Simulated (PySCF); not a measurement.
# First hyperpolarisability: `Sc1ccc(Cl)cc1`, C6H5ClS

Molfile (atoms numbered from 1):
```
C6H5ClS
     RDKit          3D

 13 13  0  0  0  0  0  0  0  0999 V2000
   -2.0167   -0.1342   -0.1253 S   0  0  0  0  0  0  0  0  0  0  0  0
   -0.2653    0.0642   -0.0374 C   0  0  0  0  0  0  0  0  0  0  0  0
    0.3604    1.3073    0.1116 C   0  0  0  0  0  0  0  0  0  0  0  0
    1.7474    1.3983    0.1745 C   0  0  0  0  0  0  0  0  0  0  0  0
    2.5225    0.2439    0.0886 C   0  0  0  0  0  0  0  0  0  0  0  0
    4.2493    0.3561    0.1666 Cl  0  0  0  0  0  0  0  0  0  0  0  0
    1.9139   -1.0015   -0.0599 C   0  0  0  0  0  0  0  0  0  0  0  0
    0.5278   -1.0877   -0.1221 C   0  0  0  0  0  0  0  0  0  0  0  0
   -2.3286    1.1725   -0.0050 H   0  0  0  0  0  0  0  0  0  0  0  0
   -0.2364    2.2199    0.1801 H   0  0  0  0  0  0  0  0  0  0  0  0
    2.2325    2.3689    0.2907 H   0  0  0  0  0  0  0  0  0  0  0  0
    2.5286   -1.9007   -0.1264 H   0  0  0  0  0  0  0  0  0  0  0  0
    0.0567   -2.0667   -0.2386 H   0  0  0  0  0  0  0  0  0  0  0  0
  1  2  1  0
  2  3  1  0
  3  4  2  0
  4  5  1  0
  5  6  1  0
  5  7  2  0
  7  8  1  0
  8  2  2  0
  1  9  1  0
  3 10  1  0
  4 11  1  0
  7 12  1  0
  8 13  1  0
M  END
```

Method used: PySCF 2.14.0, quadratic response CAM-B3LYP/aug-cc-pVDZ first hyperpolarisability, Taylor convention, gas phase. Geometry: PBE0-D3(BJ)/def2-SVP.

Task: Give β for the processes computed.

Result: In au, Taylor convention; the vector part is βᵢ = ⅓ Σⱼ (βᵢⱼⱼ + βⱼᵢⱼ + βⱼⱼᵢ); β∥ is 3/5 of the vector part along the dipole, the dipole points from − to +:
```
                   process  λ (nm)  β vector norm    β∥  β HRS  depolarisation ratio
           static β(0;0,0)       ∞           13.8   6.0   52.2                  1.52
second harmonic β(−2ω;ω,ω)    1907           18.8  11.0   57.4                  1.53
         Pockels β(−ω;ω,0)    1907           14.9   7.6      –                     –
second harmonic β(−2ω;ω,ω)    1064           44.7  25.9   72.7                  1.61
         Pockels β(−ω;ω,0)    1064           19.3  11.3      –                     –
```

Task: Which lowest excitations, dipole and polarisabilities go with it?

Result: S1 4.77 eV (f = 0.013); S2 5.00 eV (f = 0.002); S3 5.23 eV (f = 0.313); dipole 1.30 D; isotropic α 107.4 au static, 107.8 au at 1907 nm, 108.9 au at 1064 nm, 109.3 au at 953.5 nm, 114.2 au at 532 nm.
